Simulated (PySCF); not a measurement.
Field gradients at the hydrogen positions

Species: C₂H₉B₂N.
Structure used (PBE0-D3(BJ)/def2-SVP), in Å, numbered top down from 1:
```
atom  x, y, z in Å
B1    -1.3414   -1.0543   -0.3300
N2    -0.5510    0.0736    0.0271
B3    -1.0683    1.3942   -0.0868
C4     0.8290   -0.1246    0.4855
C5     1.8219   -0.0953   -0.6605
H6    -2.4657   -0.8879   -0.7313
H7    -0.8667   -2.1626   -0.2206
H8    -0.3672    2.3306    0.2259
H9    -2.1927    1.5582   -0.4880
H10    1.0749    0.6598    1.2173
H11    0.8902   -1.0895    1.0113
H12    1.6082   -0.8963   -1.3852
H13    2.8498   -0.2323   -0.2921
H14    1.7752    0.8669   -1.1944
```

Level: PBE0/pcSseg-1 (PySCF, non-relativistic); Q(2H) = 0.00286 b; rigid geometry, the same for H and D, with no vibrational averaging.

Task: Rank these positions by the coupling χzz of a deuteron there, largest first.
A. H12 (methyl hydrogen)
B. H9 (B–H hydrogen)
C. H11 (methylene hydrogen)

Result: A (195 kHz), C (189 kHz), B (136 kHz).

Task: Give the electric field gradient Vzz (the principal value of largest size), its asymmetry and the 2H coupling at each hydrogen.

Result: 
```csv
atom,bonded to,bond length (Å),Vzz (au),η,χzz (kHz)
H6,B1,1.205,0.2025,0.06,136
H7,B1,1.211,0.1975,0.06,133
H8,B3,1.211,0.1973,0.06,133
H9,B3,1.205,0.2026,0.06,136
H10,C4,1.101,0.2817,0.06,189
H11,C4,1.101,0.2815,0.06,189
H12,C5,1.101,0.2895,0.03,195
H13,C5,1.100,0.2924,0.03,196
H14,C5,1.101,0.2893,0.03,194
```

Task: Average by the element that carries the hydrogen.

Result: on B: 134 kHz over 4 positions, mean bond length 1.208 Å; on C: 193 kHz over 5 positions, mean bond length 1.101 Å.

Task: A static deuteron (I = 1) shows a doublet split by (3/2)χ, (3/4)χ(1 + η) and (3/4)χ(1 − η) with the field along z, y and x of the gradient. What are these for H6?

Result: With |χ| = 136.1 kHz and η = 0.062: 204, 108 and 96 kHz, to first order and without motion.

One conformer (not necessarily the lowest) at the PBE0-D3(BJ)/def2-SVP geometry, without solvent, vibrations or thermal averaging. The small basis limits the accuracy of the gradients.
